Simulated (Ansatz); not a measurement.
Geometry optimisation, RKS B3LYP-D4/def2-SVP (Ansatz 0.2.0).

The input (input.yaml):

```yaml
crystal:
  periodic: [false, false, false]
  atoms:
    - { symbol: C, position_ang: [0.4986, -1.5868, -0.8252] }
    - { symbol: C, position_ang: [0.4407, -0.6077, 0.1247] }
    - { symbol: Cl, position_ang: [1.6703, -0.6928, 1.3318] }
    - { symbol: Si, position_ang: [-0.7461, 0.7825, 0.2025] }
    - { symbol: O, position_ang: [-0.0921, 2.2542, 0.308] }
    - { symbol: H, position_ang: [1.2012, -2.311, -0.8597] }
    - { symbol: H, position_ang: [-0.2609, -1.5564, -1.6306] }
    - { symbol: H, position_ang: [-1.646, 0.6023, 1.3879] }
    - { symbol: H, position_ang: [-1.6676, 0.7685, -0.9658] }
    - { symbol: H, position_ang: [0.6849, 2.296, 0.9294] }
basis:
  gaussian: { orbitals: def2-SVP }
hamiltonian:
  xc: b3lyp
  dispersion: d4
relax:
  f_tol: 0.02
  max_steps: 50
```

Command:

```bash
$ ansatz run input.yaml --threads 2 --pin off --max-ram 3072MiB --backend cpu --events-out ev --progress --plain --runs-dir out
```

Question: Where does it end, and by what steps?

Answer: The run converged. After 7 steps the energy has fallen by 0.405 eV; Cl3 moved furthest, 0.11 Å.

```tsv
step	energy less start (eV)	largest force component (eV/Å)	accepted
0	0.0000	3.971	yes
1	-0.3521	0.922	yes
2	-0.3808	0.635	yes
3	-0.3769	0.438	no
4	-0.4003	0.282	yes
5	-0.4041	0.057	yes
6	-0.4043	0.026	yes
7	-0.4045	0.009	yes
```

```xyz
10
Properties=species:S:1:pos:R:3
C 0.479 -1.572 -0.857
C 0.429 -0.626 0.085
Cl 1.629 -0.607 1.392
Si -0.813 0.783 0.227
O -0.018 2.244 0.283
H 1.233 -2.366 -0.861
H -0.257 -1.566 -1.665
H -1.626 0.549 1.455
H -1.671 0.795 -0.984
H 0.698 2.314 0.928
```

Whether the end is a true minimum wasn't checked by a vibrational analysis.

Time of the run: 25 s on 2 threads of Arm Neoverse V1, on a shared host, peak memory 0.22 GiB.
